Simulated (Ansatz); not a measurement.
Basis sets compared for the cluster Li8Sn (the lowest singlet isomer of a short search). Total charge 0; singlet. Geometry PBE0-D4/def2-SVP. Ansatz on 4 threads of Arm Neoverse V1 on a shared host; times are rough, and most runs start from earlier orbitals.

```tsv
atom	x (Å)	y (Å)	z (Å)
Li1	-3.4011	2.9806	0.8206
Li2	-3.0117	0.0290	-0.3339
Li3	4.1561	-1.9302	0.3601
Li4	1.0150	-1.9821	1.1217
Li5	-0.9998	0.9318	1.5088
Li6	1.9917	0.4483	-0.0076
Li7	-1.0349	1.9712	-1.1453
Li8	1.6996	-1.8708	-1.6798
Sn9	-0.4147	-0.5778	-0.6445
```

In the def2 sets Sn takes a core potential; there is no spin–orbit coupling. The restricted singlet is unstable towards broken spin symmetry in Hartree–Fock (as tested in another run); at PBE-D4/def2-SVP, PBE-D4/def2-TZVP, PBE-D4/def2-TZVPD, r2SCAN-D4/def2-TZVP and others this wasn't settled. The structure comes from a short search, and lower isomers may exist.

Binding counts from free atoms (Li doublet, Sn triplet) in the same basis, without a counterpoise term.

| level | functions | energy (Eh) | HOMO (eV) | LUMO (eV) | binding per atom (eV) | wall time |
| --- | --- | --- | --- | --- | --- | --- |
| PBE-D4/def2-SVP | 98 | -274.3074 | -2.88 | -1.84 | 1.31 | 1.6 s |
| PBE-D4/def2-TZVP | 162 | -274.3621 | -2.92 | -1.90 | 1.26 | 2.1 s |
| r2SCAN-D4/def2-TZVP | 162 | -274.5787 | -2.91 | -1.77 | 1.25 | 4.5 s |
| PBE0-D4/def2-SVP | 98 | -274.3503 | -3.35 | -1.31 | 1.27 | 2.7 s |
| PBE0-D4/def2-TZVP (with forces) | 162 | -274.4034 | -3.41 | -1.39 | 1.23 | 4.2 s |

(1) Estimate the rows for PBE-D4/def2-TZVPD, r2SCAN-D4/def2-TZVPD, PBE0-D4/def2-TZVPD.

## Answers

(1) 
```tsv
level	functions	energy (Eh)	HOMO (eV)	LUMO (eV)	binding per atom (eV)	wall time
PBE-D4/def2-TZVPD	192	-274.3633	-2.92	-1.92	1.27	3.1 s
r2SCAN-D4/def2-TZVPD	192	-274.5800	-2.90	-1.77	1.25	6.5 s
PBE0-D4/def2-TZVPD	192	-274.4045	-3.40	-1.41	1.24	3.7 s
```
